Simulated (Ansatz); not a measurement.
Reactions of `CC=N[SiH3]`.

Gas-phase electronic energies from Ansatz, PBE0-D4/def2-TZVP geometries. CBS: MP2 limit from def2 TZ/QZ plus the TZ coupled-cluster correction, frozen cores. This one scheme is used for every species, atoms too. Double bonds are as drawn, so ΔE can hold a change between cis and trans. DFT in def2-TZVPP. B3LYP here is the variant with VWN-RPA as its local correlation; programs differ in this. Open shells (•) are unrestricted, without spin–orbit coupling. Spin–orbit coupling would lower the free atoms: a little for C, Si. Each species was taken in one conformer, which may not be the lowest.

| reaction | B3LYP-D4 (kJ/mol) | ωB97M-V (kJ/mol) | CCSD(T)/CBS(def2) (kJ/mol) |
| --- | --- | --- | --- |
| `C/C=N\[SiH3]` → `N=CC[SiH3]` | 40 | 34 | 34 |
| `C/C=N\[SiH3]` + `F[SiH2]N[SiH3]` → `F[SiH2]N([SiH3])[SiH3]` + `CC=N` | -18 | -23 | -25 |
| `C/C=N\[SiH3]` → `C[SiH2]C=N` | 29 | 22 | 21 |
| `C/C=N\[SiH3]` + H₂O → `O/C=N/[SiH3]` + CH₄ | -48 | -48 | -37 |
| `C/C=N\[SiH3]` → `CC=N` + `[SiH2]` | 266 | 261 | 265 |
| `C/C=N\[SiH3]` → `CN(C)[SiH]` | 57 | 50 | 54 |
| `C/C=N\[SiH3]` + `BN[SiH3]` → `BN([SiH3])[SiH3]` + `CC=N` | -4 | -8 | -12 |
| `C/C=N\[SiH3]` → 2 C• + 7 H• + N• + Si• | 4024 | 4017 | 4000 |

Largest T1 diagnostic: 0.015, for `CN(C)[SiH]`.
